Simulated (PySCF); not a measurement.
Gas-phase reaction: 4 ICl + SiCl = SiI₄ + 5 Cl

Computed with PySCF and rigid-rotor harmonic-oscillator thermochemistry at 1 bar. † marks an energy on the PBE0/def2-TZVP geometry and frequencies; other levels use their own. MP2 and CCSD(T) freeze the core. Open shells (unrestricted): SiCl (multiplicity 2, electronic degeneracy 4), Cl (multiplicity 2, electronic degeneracy 6); the rest are closed-shell singlets. Spin-orbit splitting is ignored; it lowers the true energy and changes the entropy of SiCl, Cl. B3LYP is the form with VWN-RPA correlation. I: scalar-relativistic def2 core potential, no spin-orbit coupling. MP2 isn't extrapolated to the basis-set limit; its ΔH°(298 K) is 62.0 kJ in def2-SVP and 174.3 kJ in def2-TZVPP. CCSD(T) isn't extrapolated to the basis-set limit. The harmonic model lacks anharmonicity and excited electronic states, which grow with temperature; levels with a mode under 35 cm⁻¹ are left out. Soft modes under 120 cm⁻¹ make the harmonic entropy rough for SiI₄.

ΔH° and ΔS° at 298 K: B3LYP/def2-TZVP† 283 kJ, 29 J/K; CCSD(T)/def2-SVP† 92 kJ, 29 J/K; M06-2X/def2-TZVP† 253 kJ, 29 J/K; MP2/def2-SVP† 62 kJ, 29 J/K; PBE/def2-SVP 294 kJ, 27 J/K.

Question: With the heat capacities included, give log10 K (1 bar) at 600, 1000, 1200, 1400, 2000 K from B3LYP/def2-TZVP†, CCSD(T)/def2-SVP†, M06-2X/def2-TZVP†, MP2/def2-SVP†, PBE/def2-SVP.

Answer: 
```csv
T (K),B3LYP/def2-TZVP†,CCSD(T)/def2-SVP†,M06-2X/def2-TZVP†,MP2/def2-SVP†,PBE/def2-SVP
600,-22.8,-6.2,-20.2,-3.6,-23.9
1000,-12.5,-2.6,-11.0,-1.0,-13.2
1200,-9.9,-1.6,-8.6,-0.3,-10.5
1400,-8.0,-0.9,-6.8,0.3,-8.5
2000,-4.4,0.6,-3.6,1.4,-4.8
```
